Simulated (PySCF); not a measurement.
**As (arsenic, neutral) across methods**

[Ar] 3d10 4s2 4p2 5s1, high-spin 4P determinant (an excited configuration). Computed with PySCF 2.14 in aug-cc-pwCVDZ-PP with ECP10MDF, with a scalar-relativistic core potential.

```csv
method,E (hartree),mean ε 4s β (eV),mean ε 4p α (eV),mean ε 5s α (eV),Σ⟨r²⟩ (bohr²),⟨S²⟩
wB97M-V,-331.9760,-20.402,-12.062,-3.268,61.01,3.752
PBE0,-332.1353,-17.906,-10.008,-2.173,60.97,3.753
LDA,-331.6593,-17.254,-8.783,-1.850,60.50,3.751
UHF,-330.96194,-19.951,-13.143,-3.031,61.78,3.759
r2SCAN0,-332.0395,-18.150,-10.356,-2.152,60.91,3.755
TPSS,-332.0889,-16.674,-8.907,-1.721,61.10,3.752
r2SCAN,-332.0436,-17.127,-9.248,-1.762,60.92,3.754
PBE,-332.1714,-16.810,-8.746,-1.768,60.85,3.752
PW91,-332.2915,-16.906,-8.796,-1.801,60.74,3.752
```

Energies and moments cover only the electrons outside the core potential. The outer electron is Rydberg-like, and this basis confines it to a smaller radius and binds it less than a complete one would.
